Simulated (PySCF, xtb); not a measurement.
Series HO-SiH2-X, proton removed: substituent effects on one reactive site. Gas-phase values, no solvent. One relaxed conformer stands for each flexible species; it need not be the lowest. The site is fixed along the series; a substituent can offer a better one. Strings in code marks are SMILES.

Quantity: gas-phase deprotonation enthalpy at 298 K, in kJ/mol. Enthalpy corrections at 298 K come from GFN2-xTB frequencies (xtb). Levels without diffuse functions put anions too high.

Level 1: CAM-B3LYP-D3(BJ)/def2-TZVPD (PySCF)
Level 2: PBE-D3(BJ)/def2-TZVPD // CAM-B3LYP-D3(BJ)/def2-TZVPD (PySCF)
Level 3: B3LYP/6-311+G** // CAM-B3LYP-D3(BJ)/def2-TZVPD (PySCF)
Level 4: M06-2X/6-31G* // CAM-B3LYP-D3(BJ)/def2-TZVPD (PySCF)

| species | level 1 | level 2 | level 3 | level 4 |
|---|---|---|---|---|
| X = ethynyl, proton removed: `C#C[SiH2][O-]` | 1467.3 | 1455.1 | 1471.1 | 1496.5 |
| X = fluoro, proton removed: `[O-][SiH2]F` | 1456.4 | 1445.4 | 1454.3 | 1495.3 |
| X = propynyl, proton removed: `[O-][SiH2]C#CC` | 1483.3 | 1471.7 | 1487.5 | 1510.0 |
| X = carbamoyl, proton removed: `NC(=O)[SiH2][O-]` (O–C–Si–O torsion 180°) | 1438.0 | 1429.9 | 1445.6 | 1469.2 |
| X = methyl, proton removed: `C[SiH2][O-]` | 1496.8 | 1484.3 | 1501.1 | 1529.9 |
| X = H, proton removed: `[SiH3][O-]` | 1485.4 | 1472.8 | 1492.4 | 1523.8 |
| X = hydroxy, proton removed: `[O-][SiH2]O` (O–Si–O–H torsion 180°) | 1489.8 | 1476.2 | 1492.3 | 1530.9 |
| X = borono, proton removed: `OB(O)[SiH2][O-]` | 1464.3 | 1447.3 | 1473.6 | 1493.8 |
| X = mercapto, proton removed: `[O-][SiH2]S` (O–Si–S–H torsion 180°) | 1459.2 | 1448.5 | 1461.6 | 1480.2 |
| X = silyl, proton removed: `[SiH3][SiH2][O-]` | 1459.0 | 1442.9 | 1463.1 | 1485.4 |
| X = cyano, proton removed: `N#C[SiH2][O-]` | 1411.9 | 1402.5 | 1416.3 | 1439.1 |
| X = isocyano, proton removed: `[C-]#[N+][SiH2][O-]` | 1418.2 | 1404.6 | 1420.2 | 1448.1 |
